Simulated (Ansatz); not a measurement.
Abridged output of a molecular run in Ansatz:

```
Functional definition: HF
1149 factors; integrals over basis functions are off by at most 1.3e-3 eV
mean field evaluation 1: about -18143.0309 eV, gradient 3.4e1 eV
mean field evaluation 2: about -18143.0383 eV, gradient 3.4e1 eV
mean field evaluation 4: about -18145.9052 eV, gradient 3.0e0 eV
mean field evaluation 8: about -18145.9431 eV, gradient 1.5e-4 eV
mean field -18145.94312074 eV, -666.8511099251 hartree, gradient 1.7e-6 eV, S^2 0.000000; 0 other end points of the search recorded, 0 dependent functions left out
11 core orbitals not correlated: weight in the atoms' cores, before any rotation towards them, 1.000 or more for the frozen orbitals, at most 0.000 for the correlated occupied ones
reference -18145.94312074 eV, -666.8511099251 hartree; 18, 18 occupied and 78, 78 virtual orbitals, 1149 factors
second order -15.73812115 eV of doubles, -0.00000000 eV of singles
cycle   1  -16.62090125 eV  change   -8.8e-1 eV  update   9.7e-2
cycle   2  -17.13215535 eV  change   -5.1e-1 eV  update   3.1e-2
cycle   3  -17.21873326 eV  change   -8.7e-2 eV  update   1.4e-2
cycle   4  -17.21441708 eV  change    4.3e-3 eV  update   3.5e-3
cycle   5  -17.21388202 eV  change    5.4e-4 eV  update   1.5e-3
cycle   6  -17.21366937 eV  change    2.1e-4 eV  update   5.1e-4
cycle   7  -17.21350707 eV  change    1.6e-4 eV  update   1.9e-4
cycle   8  -17.21351011 eV  change   -3.0e-6 eV  update   6.6e-5
cycle   9  -17.21352544 eV  change   -1.5e-5 eV  update   1.7e-5
perturbative correction -0.49357147 eV, -0.0181384171 hartree
Total energy: -18163.65021765 eV, -667.5018337341 hartree
```

Its atoms:

```xyz
11

N     1.6715   -0.3810   -0.5133
P     0.6844    0.8699    0.0921
N     0.1994    0.5429    1.6934
Sn   -1.4389    0.1447   -1.0198
H     1.4165   -1.3521   -0.4063
H     2.6656   -0.2430   -0.4122
H     0.7794    0.9403    2.4169
H    -0.1617   -0.3617    1.9594
H    -1.2945    0.1992   -2.7199
H    -2.7522    1.1205   -0.5327
H    -1.7696   -1.4796   -0.5575
```

**Question.** Which basis set was used?
A. def2-TZVPP
B. def2-SVP
C. cc-pV(T+d)Z
D. cc-pV(Q+d)Z

**Answer.** B. It gives 107 functions.

**Question.** Write the keys of the input that set method, charge and spin (a neutral closed shell needs none for the last two).

**Answer.** 
```yaml
correlation: {method: ccsd_t}
```
